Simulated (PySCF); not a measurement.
## How methods differ on the ionisation energy of Ga⁺

Ga⁺ [Ar] 3d10 4s2 (1S) → Ga²⁺ [Ar] 3d10 4s1 (2S), as a difference of total energies. Computed with PySCF 2.14 in aug-cc-pVDZ-DK, with scalar relativity by spin-free X2C-1e. Correlated levels: valence: [Ar] 3d10 frozen. The calculations carry no spin-orbit coupling.

```csv
method,ionisation energy (eV),error (eV)
UHF,18.802,-1.713
M06-2X,20.470,-0.045
TPSS,20.535,+0.020
MP2 (valence),19.445,-1.070
SCS-MP2 (valence),19.573,-0.942
CCSD (valence),19.775,-0.740
```

Reference: 20.515 eV (measured; NIST Atomic Spectra Database, ionization energies).

Errors of the correlated levels include the incompleteness of this basis and the frozen core.

With two correlated electrons CCSD is exact in that space.
